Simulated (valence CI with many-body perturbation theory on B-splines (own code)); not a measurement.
Values are calculated unless marked as measured or tabulated.
## Tm36+: what the settings do

Level of theory: configuration interaction combined with many-body perturbation theory (CI+MBPT): five valence electrons over a frozen Dirac-Fock core [Ar] 3d10, radial functions for each j: 6 s, 6 p, 5 d, 3 f, 1 g, with the one-electron correlation potential Σ1 (screened to all orders), the two-electron term Σ2, the three-electron term Σ3, Breit, model QED; selected single and double excitations, second order for the rest, scaled by the run's own slope (own B-spline code, finite nucleus).

The last digits are not significant, and no measured levels were compared; by estimate large intervals hold to a few tenths of a per cent, small ones and those within an open d or f shell to about a per cent. Among the levels kept, up to 380 cm⁻¹ of a level comes from second order outside the variational space, and about a tenth of that is noise between levels of different J, which matters for small intervals.

The reference run has the lowest level (4s^2 4p1/2^2 4p3/2) J=3/2 and an ionisation energy of 1592.99 eV. Its largest variational space holds 9998 state functions.

Levels are named by their leading jj configuration (3d3/2^4 stands for four electrons in 3d with j = 3/2), which in mixed levels can hold well under half, so a name can repeat and another be missing. Letters in brackets count levels of one name in rising energy.

Changed runs:
A. scale of Σ1 1 → 0
B. QED terms on → off; orbitals per symmetry with explicit Σ2 and valence Breit (the others get mean screening factors) 5 → 3
C. correlating orbitals by l 3 3 3 2 1 → 1 2 5 3 2; hole-hole ladder in Σ2 on → off
D. Davidson tolerance 2e-05 → 0.03 (bad on purpose)

Excitation energies of the reference run in cm⁻¹, and shifts in cm⁻¹:

```csv
Level,Reference,A,B,C,D
(4s^2 4p1/2 4p3/2^2) J=3/2,481576,-1681,-683,-61,+0.1
(4s^2 4p1/2 4p3/2^2) J=5/2,521369,-1694,-673,-36,+0.2
(4s^2 4p1/2 4p3/2^2) J=1/2,571213,-1708,-653,+13,0
(4s^2 4p3/2^3) J=3/2,1059690,-3390,-1302,-41,+0.2
(4s^2 4p1/2^2 4d3/2) J=3/2,1093780,+1372,+1533,-83,+0.1
(4s 4p1/2^2 4p3/2^2) J=5/2,1146070,-699,+5586,-99,+0.1
(4s 4p1/2^2 4p3/2^2) J=1/2,1277960,-1022,+6326,-22,+0.1
(4s^2 4p1/2^2 4d5/2) J=5/2,1279460,+548,+1775,-79,+0.1
(4s 4p1/2^2 4p3/2^2) J=3/2,1297900,-864,+5851,-45,+0.1
(4s^2 4p1/2 4p3/2 4d3/2) J=3/2 [a],1574090,-325,+948,-135,+0.3
(4s^2 4p1/2 4p3/2 4d3/2) J=5/2 [a],1576470,-204,+650,-139,+0.3
(4s^2 4p1/2 4p3/2 4d3/2) J=1/2 [a],1578830,-243,+728,-131,+0.1
Ionisation energy (eV),1592.99,-1.49,+0.08,-0.028,0
```
